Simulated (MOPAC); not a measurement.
MOPAC input (PM6):

```
PM6 FORCE THERMO(298,298) PRECISE LET UHF MS=0.5 GEO-OK AUX(PRECISION=9) THREADS=1
CH4Al

Al   -0.17024292 1   -0.69856911 1   -0.27295349 1
C     0.38695034 1    1.04444583 1    0.41695988 1
H    -0.06774175 1    1.20253126 1    1.39784936 1
H     0.04358295 1    1.82541545 1   -0.26573029 1
H     1.47203004 1    1.09667819 1    0.50912908 1
H    -1.68184062 1   -1.08117338 1   -0.51736400 1
```

From the last part of the output:

```
     H    6   3.461843   0.221842   0.020904   0.021186   0.046170   3.489456

          HEAT OF FORMATION =      62.287731 KCALS/MOLE

          ZERO POINT ENERGY      25.377 KCAL/MOL

           NORMAL COORDINATE ANALYSIS (Total motion = 1 Angstrom)

   Root No.       1         2         3         4         5         6         7         8

                 1 A"      1 A'      2 A"      2 A'      3 A'      4 A'      3 A"      5 A'

                  65.5     584.6     847.2     867.7     926.6    1242.1    1257.1    1283.3

           1   -0.0000   -0.0111    0.0000   -0.1120   -0.0017    0.0005   -0.0000    0.0010
           2   -0.0190   -0.0117    0.0128   -0.0026    0.0097    0.0001   -0.0007    0.0003
           3   -0.0112    0.0199    0.0075    0.0044   -0.0165   -0.0002   -0.0004   -0.0005
           4    0.0000   -0.0121   -0.0000    0.2012    0.0140    0.0115   -0.0000   -0.0729
           5    0.0099    0.0041   -0.0551    0.0048   -0.0308    0.0239   -0.0382    0.0025
           6    0.0058   -0.0069   -0.0324   -0.0081    0.0523   -0.0407   -0.0225   -0.0042
           7   -0.0103   -0.0908   -0.3772    0.2259   -0.1798   -0.1247    0.1295    0.2620
           8    0.0131    0.0357    0.1027   -0.0262    0.0489    0.0559   -0.0624   -0.1062
           9   -0.1779   -0.0613    0.0551    0.0154   -0.0723    0.3955    0.2110    0.0596
          10    0.0103   -0.0908    0.3772    0.2259   -0.1798   -0.1247   -0.1295    0.2620
          11   -0.1491    0.0363    0.0981   -0.0007    0.0395   -0.3729    0.1542   -0.0005
          12    0.0978   -0.0610    0.0630    0.0304   -0.0779    0.1432   -0.1571    0.1218
          13    0.0000    0.1317    0.0000    0.1606    0.3649    0.0943    0.0000    0.3152
          14    0.1617    0.0366    0.1060    0.0041    0.0500    0.0275    0.3766    0.0709
          15    0.0952   -0.0623    0.0624   -0.0069   -0.0850   -0.0468    0.2216   -0.1205
          16    0.0000    0.4905   -0.0000   -0.0126   -0.1263    0.0040    0.0000    0.0023
          17    0.3633    0.1561    0.0074    0.0348   -0.0315    0.0017    0.0061   -0.0011
          18    0.2138   -0.2653    0.0044   -0.0592    0.0536   -0.0028    0.0036    0.0018

   Root No.       9        10        11        12

                 6 A'      4 A"      7 A'      8 A'

                2466.6    2707.2    2714.1    2789.9

           1   -0.0201   -0.0000    0.0002   -0.0023
           2    0.0148   -0.0008    0.0004    0.0001
           3   -0.0251   -0.0005   -0.0007   -0.0002
           4    0.0025   -0.0000    0.0003   -0.0218
           5   -0.0001   -0.0481    0.0249    0.0015
           6    0.0001   -0.0283   -0.0422   -0.0026
           7   -0.0029    0.1649   -0.0910    0.0969
           8   -0.0042    0.4255   -0.2377    0.2916
           9   -0.0001   -0.0144   -0.0227   -0.0008
          10   -0.0029   -0.1649   -0.0910    0.0969
          11    0.0021    0.1941    0.1353   -0.1409
          12    0.0036    0.3790    0.1968   -0.2552
          13   -0.0045   -0.0000    0.1699    0.1227
          14    0.0056   -0.0256   -0.2040   -0.1686
          15   -0.0095   -0.0151    0.3467    0.2865
          16    0.5171    0.0000    0.0017    0.0044
          17   -0.3981   -0.0003   -0.0009   -0.0027
          18    0.6766   -0.0002    0.0015    0.0046

           MASS-WEIGHTED COORDINATE ANALYSIS (NORMAL COORDINATES)

   Root No.       1         2         3         4         5         6         7         8

                 1 A"      1 A'      2 A"      2 A'      3 A'      4 A'      3 A"      5 A'

                  65.5     584.6     847.2     867.7     926.6    1242.1    1257.1    1283.3

           1   -0.0000   -0.0899    0.0000   -0.5930   -0.0162    0.0043   -0.0000    0.0089
           2   -0.1817   -0.0952    0.1073   -0.0136    0.0920    0.0008   -0.0062    0.0024
           3   -0.1069    0.1618    0.0631    0.0232   -0.1563   -0.0013   -0.0037   -0.0041
           4    0.0000   -0.0659   -0.0000    0.7109    0.0884    0.0636   -0.0000   -0.4257
           5    0.0635    0.0221   -0.3082    0.0169   -0.1945    0.1323   -0.2247    0.0144
           6    0.0374   -0.0375   -0.1813   -0.0287    0.3305   -0.2248   -0.1322   -0.0245
           7   -0.0191   -0.1428   -0.6106    0.2312   -0.3289   -0.1996    0.2206    0.4432
           8    0.0243    0.0562    0.1663   -0.0268    0.0895    0.0894   -0.1063   -0.1797
           9   -0.3296   -0.0964    0.0892    0.0158   -0.1323    0.6332    0.3593    0.1008
          10    0.0191   -0.1428    0.6106    0.2312   -0.3289   -0.1996   -0.2206    0.4432
          11   -0.2763    0.0570    0.1588   -0.0007    0.0722   -0.5969    0.2625   -0.0008
          12    0.1813   -0.0960    0.1020    0.0311   -0.1425    0.2293   -0.2674    0.2060
          13    0.0000    0.2071    0.0000    0.1644    0.6677    0.1510    0.0000    0.5332
          14    0.2997    0.0576    0.1715    0.0042    0.0915    0.0441    0.6413    0.1199
          15    0.1763   -0.0979    0.1009   -0.0071   -0.1554   -0.0749    0.3773   -0.2038
          16    0.0000    0.7712   -0.0000   -0.0129   -0.2310    0.0063    0.0000    0.0039
          17    0.6732    0.2454    0.0120    0.0357   -0.0577    0.0027    0.0104   -0.0018
          18    0.3961   -0.4171    0.0071   -0.0606    0.0980   -0.0045    0.0061    0.0030

   Root No.       9        10        11        12

                 6 A'      4 A"      7 A'      8 A'

                2466.6    2707.2    2714.1    2789.9

           1   -0.1083   -0.0000    0.0021   -0.0209
           2    0.0798   -0.0059    0.0036    0.0009
           3   -0.1356   -0.0035   -0.0062   -0.0015
           4    0.0091   -0.0000    0.0020   -0.1329
           5   -0.0002   -0.2461    0.1450    0.0093
           6    0.0004   -0.1448   -0.2465   -0.0157
           7   -0.0031    0.2444   -0.1539    0.1712
           8   -0.0044    0.6309   -0.4018    0.5152
           9   -0.0001   -0.0214   -0.0384   -0.0014
          10   -0.0031   -0.2444   -0.1539    0.1712
          11    0.0022    0.2877    0.2287   -0.2490
          12    0.0038    0.5619    0.3326   -0.4510
          13   -0.0047   -0.0000    0.2872    0.2168
          14    0.0058   -0.0380   -0.3448   -0.2979
          15   -0.0099   -0.0224    0.5861    0.5062
          16    0.5399    0.0000    0.0028    0.0078
          17   -0.4156   -0.0005   -0.0015   -0.0048
          18    0.7064   -0.0003    0.0025    0.0082

          DESCRIPTION OF VIBRATIONS

 VIBRATION          1    1A"         ATOM PAIR     ENERGY CONTRIBUTION    RADIAL
 FREQUENCY            65.45         C 2 -- H 3         +32.8% (495.0%)      1.4%
 TRANSITION DIPOLE   0.0926         C 2 -- H 4         +32.8% (495.0%)      1.4%
 TRAVEL (Ang.)       0.0000         C 2 -- H 5         +31.8% (487.3%)      0.0%
 REDUCED MASS        0.4678         Al1 -- C 2          +1.7% (111.4%)      0.0%
 EFFECTIVE MASS     10.6117
 FORCE CONSTANT      0.0012

 VIBRATION          2    1A'         ATOM PAIR     ENERGY CONTRIBUTION    RADIAL
 FREQUENCY           584.65         Al1 -- H 6         +70.5% ( 97.7%)      0.8%
 TRANSITION DIPOLE   0.3880         C 2 -- H 5         +14.7% ( 44.6%)      1.3%
 TRAVEL (Ang.)       0.3924         C 2 -- H 4          +6.4% ( 29.4%)      0.5%
 REDUCED MASS        0.7490         C 2 -- H 3          +6.4% ( 29.4%)      0.5%
 EFFECTIVE MASS      1.7546
 FORCE CONSTANT      0.1508

 VIBRATION          3    2A"         ATOM PAIR     ENERGY CONTRIBUTION    RADIAL
 FREQUENCY           847.19         C 2 -- H 3         +38.9% ( 82.5%)      9.2%
 TRANSITION DIPOLE   0.5559         C 2 -- H 4         +38.9% ( 82.5%)      9.2%
 TRAVEL (Ang.)       0.3837         C 2 -- H 5         +14.0% ( 49.5%)      0.0%
 REDUCED MASS        0.5406         Al1 -- C 2          +8.2% ( 37.9%)      0.0%
 EFFECTIVE MASS      2.6537
 FORCE CONSTANT      0.2286

 VIBRATION          4    2A'         ATOM PAIR     ENERGY CONTRIBUTION    RADIAL
 FREQUENCY           867.68         Al1 -- C 2         +39.6% (102.9%)     99.8%
 TRANSITION DIPOLE   1.5492         C 2 -- H 5         +18.5% ( 70.3%)      9.8%
 TRAVEL (Ang.)       0.1099         C 2 -- H 4         +18.5% ( 70.2%)     16.8%
 REDUCED MASS        6.4388         C 2 -- H 3         +18.5% ( 70.2%)     16.8%
 EFFECTIVE MASS     16.1516
 FORCE CONSTANT      2.8561

 VIBRATION          5    3A'         ATOM PAIR     ENERGY CONTRIBUTION    RADIAL
 FREQUENCY           926.57         C 2 -- H 5         +43.2% ( 82.8%)     15.7%
 TRANSITION DIPOLE   0.8190         C 2 -- H 3         +21.9% ( 58.9%)      3.7%
 TRAVEL (Ang.)       0.3516         C 2 -- H 4         +21.9% ( 58.9%)      3.7%
 REDUCED MASS        0.5887         Al1 -- C 2         +10.7% ( 41.2%)      3.3%
 EFFECTIVE MASS      3.2127
```
